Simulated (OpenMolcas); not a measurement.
**C2H6AlCl (dimethylaluminum chloride): methods side by side**

C2H6AlCl: 10 atoms, total charge 0, spin state singlet. As SMILES, `[CH3][Al]([CH3])[Cl]`. Geometry: relaxed at PBE0-D4/def2-TZVP.

```tsv
atom	x (Å)	y (Å)	z (Å)
C	-0.5177	1.3582	-0.9892
Al	-0.2523	-0.4466	-0.3224
C	0.7422	-0.9322	1.2735
Cl	-1.1123	-2.0382	-1.4154
H	-1.1214	1.3838	-1.8983
H	-1.0102	1.9814	-0.2354
H	0.4438	1.8356	-1.2060
H	0.1024	-1.4712	1.9793
H	1.1587	-0.0633	1.7888
H	1.5669	-1.6075	1.0252
```

Each level gives the energy change with the Al2–Cl4 bond stretched from 2.114 to 2.748 Å (eV). The values are calculated.

```csv
level,kind,program,value (eV),less CCSD(T)/cc-pVDZ,CPU time (all runs)
HF/cc-pVDZ (restricted),Hartree–Fock,OpenMolcas,1.27,-0.02,18 s
SVWN5/cc-pVDZ (restricted),LDA,OpenMolcas,1.26,-0.03,59 s
revPBE/cc-pVDZ (restricted),GGA,OpenMolcas,1.04,-0.25,77 s
r2SCAN/cc-pVDZ (restricted),meta-GGA,OpenMolcas,1.22,-0.07,1.8 min
M06-2X/cc-pVDZ (restricted),hybrid meta-GGA,OpenMolcas,1.31,+0.02,98 s
PBE0/cc-pVDZ (restricted),global hybrid,OpenMolcas,1.24,-0.05,71 s
B2PLYP/cc-pVDZ (restricted),double hybrid,OpenMolcas,1.23,-0.06,60 s
MP2/cc-pVDZ (restricted),perturbation theory,OpenMolcas,1.32,+0.03,18 s
CCSD(T)/cc-pVDZ (restricted),coupled cluster or CI,OpenMolcas,1.29,0.00,2.1 min
```

CCSD(T)/cc-pVDZ (restricted) is the highest level here, not the true value. The first shape isn't each level's own minimum. The values span 1.04 to 1.32 eV. CPU times are rough (shared hosts, several kinds of processor and program).
